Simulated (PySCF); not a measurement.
NaBr, optimised at GFN2-xTB:

```xyz
2

Na     0.0024    -0.9193     0.8430
Br    -0.0024     0.9193    -0.8430
```

Method: PySCF energies (xtb for GFN2) plus ideal-gas RRHO corrections (1 bar). 6-31G* has spherical d functions here. All species are closed-shell singlets. B3LYP is the form with VWN-RPA correlation. Br: all electrons, no relativistic terms.

Q: List the harmonic frequencies (cm⁻¹, unscaled) at this level and at the other levels, each on its own geometry.

A: 
- GFN2-xTB: 267
- B3LYP/6-31G*: 293
- HF/6-31G*: 292
- PBE/def2-SVP: 297
- PBE0/def2-TZVP: 296
